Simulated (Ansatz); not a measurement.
`C[Si](N)(Cl)Br` → `ClBr` + `C[Si]N` at 298.15 K and 1 bar (silylene formation by 1,1-elimination).

Isolated molecules relaxed with PBE0-D4/def2-TZVP in Ansatz; ΔE leaves out vibrations. CCSD(T)/CBS is the MP2 limit (def2-TZVPP, def2-QZVPP) plus CCSD(T) − MP2 in def2-TZVPP, frozen cores. For Br outer-core shells are correlated without core-valence functions, which leaves a few kJ/mol of doubt a bond. Scalar relativity is left out up to krypton. Each species was taken in one conformer, which may not be the lowest.

```tsv
species	CCSD(T)/CBS energy (Eh)	H − E (kJ/mol)	S (J/(mol·K))
`C[Si](N)(Cl)Br`	-3418.10250	198.2	375.4
`ClBr`	-3033.06727	12.1	239.7
`C[Si]N`	-384.84019	179.3	296.8
```

H − E and S are ideal-gas, rigid-rotor, harmonic terms from PBE0-D4/def2-TZVP, for one conformer and one mirror image of each species. 1 Eh = 2625.50 kJ/mol, R = 8.31446 J/(mol·K).

**Question.** By hand: ΔE, ΔH, ΔS and ΔG.

**Answer.** ΔE = (-3033.06727) + (-384.84019) − (-3418.10250) = 0.19504 Eh = 512.1 kJ/mol. Δ(H − E) = 12.1 + 179.3 − 198.2 = -6.8, so ΔH = 505.3 kJ/mol. ΔS = 239.7 + 296.8 − 375.4 = 161.1 J/(mol·K). ΔG = 505.3 − 298.15 × (161.1)/1000 = 457.3 kJ/mol.

**Question.** By hand: the equilibrium constant, and the temperature at which ΔG would vanish if ΔH and ΔS stayed fixed.

**Answer.** log₁₀ K = −ΔG/(RT ln 10) = -80.1. ΔG = 0 at ΔH/ΔS = 3137 K, far beyond where these terms or the molecules hold.

The number of gas molecules changes by +1, which sets the sign of ΔS. A doubt of 5 kJ/mol in ΔE shifts log₁₀ K by 0.9 here. Other conformers and mirror images would add mixing entropy, several J/(mol·K) or more a flexible species. Modes under 60 cm⁻¹, often nearly free rotors, make the harmonic entropy too high. These are equilibria of isolated gas molecules and say nothing of rates. Largest T1 diagnostic: 0.013 (customary marks: 0.02 for closed shells, 0.045 for open ones).
